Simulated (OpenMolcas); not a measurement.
Mo5+ among 6 point charges of -1.5 e arranged as a tetragonal octahedron (D4h), 2.08 Å from the ion, with the axial distance 2.309 Å.
```
   2.0800    0.0000    0.0000  -1.50
   0.0000    2.0800    0.0000  -1.50
  -2.0800    0.0000    0.0000  -1.50
   0.0000   -2.0800    0.0000  -1.50
   0.0000    0.0000    2.3088  -1.50
   0.0000    0.0000   -2.3088  -1.50
```

```
Program             : OpenMolcas
Method              : CASSCF
Basis               : ANO-RCC-VDZP [6s5p3d1f]
Scalar Hamiltonian  : DKH2, point nucleus
Active space        : 1 electron in 5 orbitals (4d)
State averaging     : 2S+1 = 2 even, 5 roots
Spin-orbit coupling : RASSI with atomic mean-field integrals over the reference wave functions
```

What is the spin-free ground state (labels of D4, the rotations of D4h)?

2E, 2-fold in its orbital part, 100 % from free-ion D terms; it has the highest spin that d1 allows.

Where is the first state of the same spin?

2B2 at 2140 cm-1 above the ground state.

What are the lowest two levels with spin-orbit coupling?

A 2-fold level E1/2 with g = 0.14, 1.13, 1.13, then a 2-fold level E3/2 945.2 cm-1 above it. Their leading multiplicities are 2 (100 %) and 2 (100 %).

What is χT at 300 K, and how does it compare with the textbook value?

The lowest level has 2S+1 = 2, for which the spin-only value is χT = S(S+1) / 2 = 0.375 cm3 K/mol (g = 2). The computed 0.137 at 300 K differs by -0.238, through orbital momentum, spin-orbit coupling and any other state in reach.

An orbital doublet at a regular site is open to a Jahn-Teller distortion, which this geometry leaves out. Point charges carry no covalency, so the field is a model and not that of real ligands. No measured value stands beside these numbers.
